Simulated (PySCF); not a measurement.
# Frontier orbitals and the lowest excitations

Species: As(SiH3)3.
Cartesian coordinates in Å at the PBE0-D3(BJ)/def2-SVP level; atoms count from 1:
```xyz
13
AsH9Si3 angstrom
As     0.0366    0.0026    1.3409
Si     2.0059   -0.0202    0.0282
H      1.7221   -0.0317   -1.4407
H      2.7940   -1.2394    0.3815
H      2.8056    1.1971    0.3607
Si    -0.9790    1.7358    0.0908
H     -0.9285    1.4925   -1.3848
H     -0.2695    3.0145    0.3970
H     -2.4067    1.8488    0.5162
Si    -1.0133   -1.7279    0.1153
H     -0.8572   -1.5634   -1.3637
H     -2.4685   -1.7295    0.4542
H     -0.4109   -3.0313    0.5266
```

Computed, not measured: TDDFT CAM-B3LYP/def2-SVPD, vertical, gas phase, core orbitals frozen in the response (PySCF 2.14.0, density-fitted response routines). The CAM-B3LYP/def2-SVPD calculation is non-relativistic and has no spin–orbit coupling, an omission that weighs most on arsenic.

Kohn–Sham orbitals with the atoms that hold most of them (Löwdin shares over 4%, at most four atoms; ? is withheld):

```tsv
orbital	ε (eV)	atoms
HOMO-3	-11.17	Si6 16%, Si2 16%, Si10 15%, H12 10%
HOMO-2	-9.53	As1 36%, Si10 22%, Si2 13%, Si6 7%
HOMO-1	-9.53	As1 36%, Si6 21%, Si2 15%, H4 6%
HOMO	-8.49	?
LUMO	?	?
LUMO+1	0.72	As1 30%, Si2 22%, Si10 18%, H3 6%
LUMO+2	0.73	As1 29%, Si6 26%, Si10 11%, H7 8%
```

Q: Give the leading atoms of the HOMO.

A: As1 (bonded to 3 Si) 61%; Si6 (bonded to As and 3 H) 9%; Si10 (bonded to As and 3 H) 9%; Si2 (bonded to As and 3 H) 9%. By element: arsenic 61%, silicon 28%.

Q: Which atoms hold the LUMO, and with what shares?

A: As1 (bonded to 3 Si) 23%; Si2 (bonded to As and 3 H) 14%; Si10 (bonded to As and 3 H) 14%; Si6 (bonded to As and 3 H) 13%. By element: silicon 41%, arsenic 23%.

Q: What is the LUMO energy, and the HOMO–LUMO gap?

A: ε(LUMO) = 0.57 eV; the gap is 9.06 eV (0.3331 hartree).

Within 0.005 eV of a neighbour in this list lie HOMO-2/HOMO-1.

Q: How does S1 compare with the orbital gap of 9.06 eV?

A: S1 is at 6.04 eV (f = 0.071), 3.03 eV below the gap, made of HOMO→LUMO (97%). 

Next come S2 at 6.20 eV (f 0.044), HOMO→LUMO+2 (52%), HOMO→LUMO+1 (28%); S3 at 6.20 eV (f 0.047), HOMO→LUMO+1 (54%), HOMO→LUMO+2 (27%); S4 at 6.45 eV (f 0.0061), HOMO→LUMO+4 (75%), HOMO→LUMO+5 (14%); S5 at 6.46 eV (f 0.0098), HOMO→LUMO+5 (73%), HOMO→LUMO+4 (14%).

Orbitals of the list HOMO-3 to LUMO+2 that lie within 0.01 eV of each other are written together with a slash and their weights summed (≥ marks a lower bound); for degenerate orbitals outside that list single weights are arbitrary.

Löwdin shares depend on the basis, the more so with diffuse functions.
